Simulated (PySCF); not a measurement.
C2H8FNSi2, SMILES N[SiH2]/C(F)=C\[SiH3].

The structure is a stationary point at TPSSh-D3(BJ)/def2-SVP. The structure was generated by enumeration; whether it is a known compound was not checked. Other conformers were not sampled.

Calculation: PBE/def2-TZVP (PySCF).

Gas-phase values at a fixed geometry.

Computed frontier levels, gap, dipole moment and polarisability:
| Property | Value |
|---|---|
| highest occupied level | -6.22 eV |
| lowest empty level | -1.97 eV |
| orbital gap | 4.25 eV |
| dipole moment | 0.261 e·Å |
| quadrupole, principal values (traceless, Buckingham form, about the centre of nuclear charge) | -5.60, -1.13, 6.73 D·Å |
| mean static polarisability | 88.8 bohr³ (13.16 Å³) |
| polarisability, principal values | 71.0, 81.4, 114.0 bohr³ |
